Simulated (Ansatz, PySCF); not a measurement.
Process, species as SMILES: [I][Al][I] -> [Al][I] + I atom (the Al-I bond at the site shown breaks; other sites are not compared here)
Each molecule is optimised on its own at B3LYP-D3(BJ)/def2-TZVP (Ansatz, a first-principles code). A spin state is the lowest found, not a proven ground state.

Quantity: bond dissociation energy (enthalpy at 298 K, with B3LYP-D3(BJ) rigid-rotor harmonic-oscillator terms from PySCF), in kcal/mol. Valence correlation only, unless marked. UHF or UKS for open shells. No spin-orbit coupling. Frozen are the shells of the preceding noble gas and the d and f shells that filled before the atom's block. Past Kr the def2 sets carry scalar-relativistic core potentials. CBS marks a two-point X^-3 extrapolation of the correlation energy; Hartree-Fock from the larger set. [CCSD(T)-MP2]/basis is that difference in the basis named.

```json
[
 {"level": "PBE0-D3(BJ)/def2-TZVP", "program": "Ansatz + dftd3", "bond dissociation energy (kcal/mol)": "49.5"},
 {"level": "TPSSh/def2-TZVPD", "program": "PySCF", "bond dissociation energy (kcal/mol)": "48.9"},
 {"level": "B2GP-PLYP/def2-TZVPD", "program": "Ansatz", "bond dissociation energy (kcal/mol)": "43.6"},
 {"level": "B2PLYP/def2-TZVPD", "program": "Ansatz", "bond dissociation energy (kcal/mol)": "42.8"}
]
```

**Question.** Predict the RI-MP2/CBS(def2-TZVPPD,def2-QZVPPD)+[CCSD(T)-MP2]/def2-TZVPPD result (Ansatz).

**Answer.** 44.9 kcal/mol
